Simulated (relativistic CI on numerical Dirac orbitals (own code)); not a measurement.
How well does a small relativistic CI reproduce Ru⁺?

Computed by Dirac-Coulomb-Breit CI, orbitals from a KLI potential per configuration, a model potential for QED, valence Slater integrals scaled by 0.85, P86 correlation estimate, and configurations built on the next ion tied to the tabulated ionisation energy (semi-empirical) (own radial code, finite nucleus).

CI space (outside the closed core [Kr]): 4d⁷, 4d⁶5s, 4d⁶5p, 4d⁶5d, 4d⁶6s, 4d⁶4f, 4d⁶5f, 4d⁵5s², 4d⁵5s5p, 4d⁶6p, 4d⁶6d, 4d⁶5g, 4d⁶6f, 4d⁶6g, 4d⁵5s6s, 4d⁵5p². Levels of other configurations are missing.

```tsv
Configuration	Term (tabulated)	J	Measured (cm⁻¹)	Computed	Error	Purity (%)
4d⁷	a 4F	9/2	0.0	0	0	97
4d⁷	a 4F	7/2	1523.1	1377	-146	98
4d⁷	a 4F	5/2	2493.9	2283	-211	97
4d⁷	a 4F	3/2	3104.2	2863	-241	96
4d⁷	a 4P	5/2	8256.7	9436	1179	92
4d⁷	a 4P	3/2	8477.7	9677	1199	83
4d⁶5s	a 6D	9/2	9151.4	14472	5321	99
4d⁷	a 4P	1/2	9373.9	10478	1105	90
4d⁶5s	a 6D	7/2	10150.4	15411	5260	99
4d⁶5s	a 6D	5/2	10851.7	16059	5208	98
4d⁶5s	a 6D	3/2	11303.8	16491	5188	98
4d⁶5s	a 6D	1/2	11604.0	16753	5149	97
4d⁶5s	a 4D	7/2	19378.7	25755	6377	90
4d⁶5s	a 4D	5/2	20515.0	26689	6174	94
4d⁶5s	a 4D	3/2	21246.4	27341	6095	95
4d⁶5s	a 4D	1/2	21645.6	27723	6077	95
4d⁶5p	z 6D°	9/2	46471.0	49397	2926	94
4d⁶5p	z 6D°	7/2	46711.5	49682	2970	88
4d⁶5p	z 6D°	5/2	47285.1	50200	2915	92
4d⁶5p	z 6D°	3/2	47708.6	50590	2881	94
4d⁶5p	z 6D°	1/2	47983.8	50839	2855	96
4d⁶5p	z 6F° †	11/2	50758.3	53957	3199	97
4d⁶5p	z 6F° †	9/2	50845.3	54229	3384	85
4d⁶5p	z 6F° †	7/2	50862.5	54586	3723	70
4d⁶5p	z 6F° †	5/2	51179.7	54594	3415	87
4d⁶5p	z 6F°	3/2	51317.0	54725	3408	92
4d⁶5p	z 6F°	1/2	51380.1	54787	3407	93
4d⁶5p	z 6P°	7/2	51548.8	54042	2494	69
4d⁶5p	z 6P°	5/2	52820.3	55518	2698	84
4d⁶5p	z 4F°	9/2	52964.4	56895	3930	86
4d⁶5p	z 4D°	7/2	53317.1	57338	4021	68
4d⁶5p	z 6P°	3/2	53685.2	56336	2651	89
4d⁶5p	z 4D°	5/2	54065.4	58004	3938	77
4d⁶5p	z 4F°	7/2	54225.5	58156	3930	66
4d⁶5p	z 4D°	3/2	54663.4	58581	3918	85
4d⁶5p	z 4F°	5/2	54794.3	58674	3880	80
4d⁶5p	z 4D°	1/2	54981.5	58889	3907	92
4d⁶5p	z 4F°	3/2	55224.2	59082	3858	86
```

Measured levels from NIST Handbook of Basic Atomic Spectroscopic Data (Sansonetti and Martin, J. Phys. Chem. Ref. Data 34, 1559 (2005)); pairs were made by configuration, J and term (by order where the table uses no LS term), so strongly mixed levels may be paired wrongly.

Mean error by configuration (cm⁻¹): 4d⁷ 481; 4d⁶5s 5650; 4d⁶5p 3366. Over the excited levels the mean absolute error is 3500 cm⁻¹ (37 of the 37 excited levels that our extract of the source holds in range could be paired), and the median relative error of those above 1,000 cm⁻¹ is 7.4 %. Some levels of the ground configuration have no partner. † marks terms whose computed intervals miss the measured ones by more than a factor of 2.5, or configurations far off the rest, from wrong mixing, a near crossing or a doubtful label or measurement; they are left out of the means.
